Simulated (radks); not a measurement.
Kinetic energies: the exact non-interacting value of the Kohn-Sham orbitals and orbital-free approximations, as 100 (|E| - |E exact|)/|E exact|, negative where the magnitude is too small. Species: C3+ [He] 2s1; Rb4+ [Ar] 3d10 4s2 4p3. Calculated with a radial shooting solver on a logarithmic mesh with Libxc functionals: non-relativistic Kohn-Sham, r2SCAN, spin-polarised, spherical densities, point nucleus; meta-GGA in the generalised Kohn-Sham scheme. Every spin shell is full or empty, so the densities are truly spherical. Functionals are evaluated on that one density, not self-consistently.

functional           C3+     Rb4+
exact (hartree)  34.7240  2934.14
Thomas-Fermi       -9.85    -5.82
von Weizsacker     -5.41   -53.93
TF + vW           +84.74   +40.26
TF + vW/9          +0.66    -0.70
TF + vW/5          +9.07    +3.40
LC94               +0.46    +0.06
Perdew 92          +0.68    -0.69
Pearson            -3.86    -1.04
LKT               +56.07   +21.67
PG1               +48.76   +17.13
DePristo-Kress     0.00    -0.06
